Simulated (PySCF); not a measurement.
**Zr²⁺: excitation energy**

Zr²⁺ [Kr] 4d2 (3F) → Zr²⁺ [Kr] 4d1 5s1 (3D), as a difference of total energies. All numbers are calculated (PySCF 2.14, scalar relativity through the core potential, in def2-QZVPPD with the def2 core potential (28 electrons) (7s5p4d3f2g, 81 functions)). Correlated levels: valence and next inner shell: nothing frozen outside the core potential. The calculations carry no spin-orbit coupling.

| method | excitation energy (eV) |
| --- | --- |
| UHF | 2.305 |
| MP2 (valence and next inner shell) | 2.013 |
| SCS-MP2 (valence and next inner shell) | 2.112 |
| CCSD (valence and next inner shell) | 2.109 |
| CCSD(T) (valence and next inner shell) | 2.081 |

Q: How much does correlation contribute at CCSD(T) (valence and next inner shell)?

A: 2.081 − (2.305) = -0.224 eV, measured against UHF.
